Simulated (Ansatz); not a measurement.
CH₂OZn. Charge 0, multiplicity 1. The bonds changed during the relaxation, so this is another structure than the one it started from.

Z-matrix (Å, degrees):
```
C
O 1 1.196
H 1 1.109 2 121.9
H 1 1.108 2 121.9 3 180.0
Zn 3 3.339 1 102.8 2 -0.0
```

(1) List the harmonic frequencies (cm⁻¹, unscaled) at PBE0-D4/def2-TZVP in Ansatz. (An estimate is asked.)

(2) Is this a minimum?

(3) Give the ideal-gas thermochemistry at 298.15 K and 1 bar (rigid rotor, harmonic oscillator; point group Cs, symmetry number 1).

Results:

(1) Computed: 45, 66, 125, 1207, 1265, 1526, 1847, 2903, 2968.

(2) Yes, all 9 modes are real.

(3) Zero-point energy 71.5 kJ/mol; H(298) − E = 87.6 kJ/mol; entropy 322.5 J/(mol·K), of which translation 165.7, rotation 104.9, vibration 51.8; G(298) − E = -8.5 kJ/mol. Modes under 100 cm⁻¹ are hindered rotations or soft bends, so the harmonic entropy is rough.
